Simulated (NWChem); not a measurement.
SiH$_{3}$S$_{3}$F; SMILES S[Si](F)(S)S

All runs: NWChem. Each level has its own optimisation; frequencies are unscaled. One conformer.

```json
[
 {"level": "Hartree-Fock/3-21G", "r F–Si (Å)": "1.631", "r S–Si (Å)": "2.195", "r H–S (Å)": "1.351", "highest harmonic frequency (cm⁻¹)": "2642", "lowest (cm⁻¹)": "121", "zero-point energy (kcal/mol)": "20.7", "dipole (D)": "1.82"},
 {"level": "Hartree-Fock/STO-3G", "r F–Si (Å)": "1.624", "r S–Si (Å)": "2.114", "r H–S (Å)": "1.329", "highest harmonic frequency (cm⁻¹)": "3275", "lowest (cm⁻¹)": "107", "zero-point energy (kcal/mol)": "24.7", "dipole (D)": "0.75"},
 {"level": "PBE0/def2-SVP", "r F–Si (Å)": "1.624", "r S–Si (Å)": "2.121", "r H–S (Å)": "1.354", "highest harmonic frequency (cm⁻¹)": "2701", "lowest (cm⁻¹)": "108", "zero-point energy (kcal/mol)": "20.6", "dipole (D)": "0.79"}
]
```
